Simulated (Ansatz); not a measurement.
Species: methoxyboronic acid, CH5BO3, charge 0, multiplicity 1. SMILES: COB(O)O
Coordinates optimised at B3LYP-D3(BJ)/def2-TZVP (Ansatz, a program for electronic structure):
```
O
B 1 1.3631
O 2 1.3697 1 120.59
H 3 0.9619 2 112.38 1 180.00
O 2 1.3725 1 119.71 3 180.00
H 5 0.9621 2 112.39 1 0.00
C 1 1.4244 2 120.74 3 0.00
H 7 1.0886 1 107.35 2 180.00
H 7 1.0915 8 109.39 1 -120.52
H 7 1.0915 8 109.39 9 -118.96
```

Wanted: vertical ionisation energy (to the doublet state of charge +1; each state is the SCF solution reached for its spin), in eV. Correlated levels leave the core frozen unless marked. UHF or UKS for open shells. No spin-orbit coupling. No relativistic terms. CBS(X,Y): correlation extrapolated as X^-3; Hartree-Fock from the larger set. [CCSD(T)-MP2]/basis is that difference in the basis named.

RI-MP2/CBS(aug-cc-pVTZ,aug-cc-pVQZ)+[CCSD(T)-MP2]/aug-cc-pVTZ (Ansatz) gives 11.34 eV.

### Question
Another calculation gave 10.56 eV. Which level was it?
A. BHLYP/def2-TZVPD (Ansatz)
B. r2SCAN/def2-TZVPD (Ansatz)
C. B3LYP/def2-TZVPD (Ansatz)
D. PBE/def2-TZVPD (Ansatz)

### Answer
B, r2SCAN/def2-TZVPD (Ansatz). The others give 10.99 (BHLYP), 10.82 (B3LYP), 10.41 (PBE) eV.
